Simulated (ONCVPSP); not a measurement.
# Before and after: ONCV potential for chlorine (Cl)

ONCVPSP 4.0.1 input, shortened (lines: element, Z, core and valence counts, functional; n l f; lmax; l rc ep ncon nbas qcut; lloc lpopt rc5 dvloc0; l nproj debl; icmod fcfact rcfact), revPBE, scalar-relativistic:

```
  Cl 17.00    3    2  -102130      upf
    1    0    2.00
    2    0    2.00
    2    1    6.00
    3    0    2.00
    3    1    5.00
    2
    0    1.05    0.00    4    8    7.90
    1    1.45    0.00    3    8    5.20
    2    1.60    0.03    4    7    5.00
    4    5    0.70    0.00
    0    2    1.00
    1    2    2.50
    2    2    2.80
    1    0.75    0.00
```

Change: s: qcut 6; p: qcut 4; d: qcut 3.8.

Cutoffs: the cutoffs (Ha) at which the residual kinetic energy of the hardest occupied pseudo-wave falls to 1 and 0.1 mHa per electron; they do not see the model core or the augmentation charge, which bear on the density cutoff. Errors are all-electron minus pseudo energies relative to the spin-unpolarised reference configuration.

How do hardness, ghosts and transferability respond?

The potential gets harder (31 Ha and 147 Ha → 79 Ha and 156 Ha); both files keep a bound ghost (s); the errors of the 4 common tests hardly move.

```csv
quantity,base,changed
"cutoff, loose",31 Ha,79 Ha
"cutoff, tight",147 Ha,156 Ha
loose cutoff by channel,"s 31 Ha, p 7.3 Ha","s 79 Ha, p 7.3 Ha"
bound ghosts,s,s
GHOST(+) flags under 300 eV,d at 134.3 eV,d at 96.0 eV
"error for 3s2 3p4, meV [ΔE 13.84 eV]",+1.3,+1.2
"error for 3s2 3p3, meV [ΔE 39.27 eV]",+9.4,+9.1
"error for 3s2 3p2, meV [ΔE 77.55 eV]",+35,+34
"error for 3s1 3p6, meV [ΔE 12.17 eV]",-0.3,-0.1
s: phases at 1.07 bohr within 0.05 rad from the reference energy up to (Ha; the scan ends near 5),to the end of the scan,to the end of the scan
p: phases at 1.47 bohr within 0.05 rad from the reference energy up to (Ha; the scan ends near 5),to the end of the scan,to the end of the scan
d: phases at 1.62 bohr within 0.05 rad from the reference energy up to (Ha; the scan ends near 5),3.8,3.4
"rms error of d²Exc/dni dnj with the model core, mHa",0.18,0.21
```

 A true bound ghost makes a file unfit for plane-wave use even where its test errors are small: the radial tests pick states by their node count and pass the ghost by.
